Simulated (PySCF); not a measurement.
Cartesian coordinates (Å):
```xyz
10

C     -1.0863    -0.4869    -0.1341
Si     0.5460    -1.3580    -0.4746
Si     1.7891     0.2912     0.0491
Si    -0.3108     1.1711     0.4051
H     -1.7203    -0.3725    -1.0166
H     -1.6732    -0.9420     0.6672
H      0.6329    -2.7652    -0.9529
H      3.2283     0.6294     0.1227
H     -0.7331     2.3000    -0.4702
H     -0.6726     1.5327     1.8042
```
Charge 0, spin multiplicity 1.

### Question
Give the HOMO–LUMO gap, total energy and LUMO at the level PySCF 2.14.0 with PBE0-D3(BJ)/def2-TZVP.

### Answer

```
Property              Value
-------------  ------------
HOMO–LUMO gap       4.28 eV
total energy   -909.7733 Ha
LUMO               -1.54 eV
```
